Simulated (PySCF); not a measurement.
Molecule: C2H5GeO2 (charge 0, doublet). It need not be the lowest isomer of its formula. SMILES: [GeH3][O]C([CH2])=O
Structure (B3LYP-D3(BJ)/def2-TZVP (Ansatz) minimum search):
```xyz
10

C      2.7823     0.1980     0.1695
C      1.3899    -0.1282     0.3639
O      0.9870    -0.8858     1.2359
O      0.5588     0.4746    -0.5008
Ge    -1.2212     0.0695    -0.2668
H      3.5109    -0.2493     0.8277
H      3.0892     0.8728    -0.6150
H     -1.8426     0.9081    -1.3904
H     -1.4206    -1.4316    -0.4868
H     -1.6592     0.5449     1.1203
```
Charge 0, spin multiplicity 2.

Dispersion corrections to the total energy (kcal/mol) from the dftd3 and dftd4 libraries through PySCF: D3(BJ) without and D4 with the three-body term, each with the damping fitted for the functional named.

```tsv
functional	D3(BJ)	D4
B3LYP	-7.80	-7.39
HSE06	-2.99	(withheld)
LC-wPBE	-4.24	-5.10
BHLYP	-6.22	-5.50
BLYP	-9.51	(withheld)
TPSS	(withheld)	-6.20
CAM-B3LYP	-3.55	-3.90
```

### Question
Fill in the missing entries.

### Answer

- HSE06, D4: -3.58
- BLYP, D4: -10.20
- TPSS, D3(BJ): -5.58
